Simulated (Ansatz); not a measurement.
Two isomers of CH6AlFOSi: A = `[OH][Al]([F])[CH2][SiH3]`, B = `F[CH2][AlH][O][SiH3]`.

Isolated molecules relaxed with PBE0-D4/def2-TZVP in Ansatz; ΔE leaves out vibrations. CCSD(T)/CBS adds triple-zeta CCSD(T) − MP2 to the extrapolated MP2 energy (def2 sets, frozen cores). Functionals use def2-TZVPP. B3LYP here is the variant with VWN-RPA as its local correlation; programs differ in this. Each species was taken in one conformer, which may not be the lowest.

(1) Which is lower in electronic energy at CCSD(T)/CBS, and by how much? (Best estimate.)

(2) Give E(B) − E(A) in kcal/mol with CCSD/def2-TZVPP, B3LYP, B2PLYP, B3LYP-D4, MP2/def2-TZVPP, CCSD(T)/def2-TZVPP, PBE-D4. (Best estimate.)

Largest T1 diagnostic: 0.012.

## Answers

(1) The calculation gave: A, by 52.8 kcal/mol.

(2) Computed: CCSD/def2-TZVPP 51.2, B3LYP 48.3, B2PLYP 50.5, B3LYP-D4 48.6, MP2/def2-TZVPP 55.1, CCSD(T)/def2-TZVPP 52.0, PBE-D4 51.1. None reverses the order clearly.

In def2-TZVPP, CCSD(T) changes the Hartree–Fock value by +7.5 kcal/mol (the triples alone add +0.7 kcal/mol) and MP2 by +10.7 kcal/mol.
